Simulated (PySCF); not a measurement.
One molecule, many inputs

Molecule: SMILES Cc1cc(C(F)(F)F)ns1, C$_{5}$H$_{4}$F$_{3}$NS; geometry GFN2-xTB.

Bonds (- single, = double, # triple, : aromatic): C1-C2 1.482 Å, C2:C3 1.370 Å, C3:C4 1.409 Å, C4-C5 1.498 Å, C5-F6 1.341 Å, C5-F7 1.343 Å, C5-F8 1.341 Å, C4:N9 1.312 Å, N9:S10 1.618 Å, S10:C2 1.729 Å. C1 carries H11, H12, H13; C3 carries H14.

All runs: PySCF 2.14.0 with density-fitted response routines, non-relativistic, gas phase unless a solvent (IEF-PCM) is named; grid level 2, GIAOs and SCF threshold 1e-9 unless changed. The yardstick, PBE0/pcSseg-1, gives these isotropic shieldings σ (ppm, equivalent atoms averaged): C2 7.2, C4 23.7, C3 60.2, F6/F7/F8 248.2, S10 93.5, H14 24.30, H11/H12/H13 28.88.

(1) What do these inputs give? (1) HF/6-311G**; (2) LDA/STO-3G; conv 1e-11; guess vsap; (3) B97-D/6-31G; (4) LDA/def2-SVP; max_cycle 3; aux def2-universal-jfit

(2) Comment on the technical settings and failures.

Results:

(1) 
```tsv
run	outcome	functions	wall time	C2	C4	C3	F6/F7/F8	S10	H14	H11/H12/H13
1	converged	212	16 s	9.1	28.8	73.8	293.0	146.1	25.17	29.69
2	converged	58	9.3 s	91.8	115.8	130.8	354.6	378.0	26.30	30.54
3	converged	102	25 s	32.3	49.2	84.9	246.4	192.4	25.89	30.25
4	not converged	164	3.6 s	–	–	–	–	–	–	–
```

Times are on 1 thread of an Intel Xeon Platinum 8488C, shared host.

(2) 
- Run 2: The functional and orbital basis differ from the yardstick's, which in itself moves the values. The starting guess changes the path of the SCF (15 cycles), not the solution, provided the same state is reached. With 58 functions the basis is far too small for magnetic properties.
- Run 4: The SCF stopped after 3 cycles without meeting its threshold and the cycle limit at 3, so no response property followed.

Runs 2, 4 were set up unsoundly or failed; their numbers aren't to be quoted as properties of the molecule.
